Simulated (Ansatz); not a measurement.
Consider the ligand exchange at the Si–C bond: `C[SiH2][SiH2]F` + HCl → `F[SiH2][SiH2]Cl` + CH₄.

Isolated molecules relaxed with PBE0-D4/def2-TZVP in Ansatz; ΔE leaves out vibrations. CCSD(T)/CBS is the MP2 limit (def2-TZVPP, def2-QZVPP) plus CCSD(T) − MP2 in def2-TZVPP, frozen cores. This one scheme is used for every species. DFT in def2-TZVPP. B3LYP here is the variant with VWN-RPA as its local correlation; programs differ in this. One conformer a species, not always the lowest.

```json
{"level": "PBE0-D4", "ΔE (kJ/mol)": "-96.3"}
{"level": "B2PLYP", "ΔE (kJ/mol)": "-101.0"}
{"level": "B3LYP", "ΔE (kJ/mol)": "-101.3"}
{"level": "HF/def2-TZVPP", "ΔE (kJ/mol)": "-109.4"}
{"level": "MP2/def2-TZVPP", "ΔE (kJ/mol)": "-99.1"}
{"level": "SCS-MP2/def2-TZVPP", "ΔE (kJ/mol)": "-99.6"}
{"level": "HF/def2-QZVPP", "ΔE (kJ/mol)": "-109.5"}
{"level": "CCSD/CBS(def2)", "ΔE (kJ/mol)": "-99.0"}
```

Task: What does CCSD(T)/CBS give? (An estimate is asked.)

Result: Ansatz gave: -98.1 kJ/mol. The listed levels differ from it by 1.8, -2.9, -3.2, -11.3, -1.0, -1.5, -11.4, -0.9 kJ/mol.

Largest T1 diagnostic among the species: 0.012.

In def2-TZVPP, CCSD(T) changes the Hartree–Fock value by +15.4 kJ/mol (the triples alone add +0.9 kJ/mol) and MP2 by +10.3 kJ/mol.
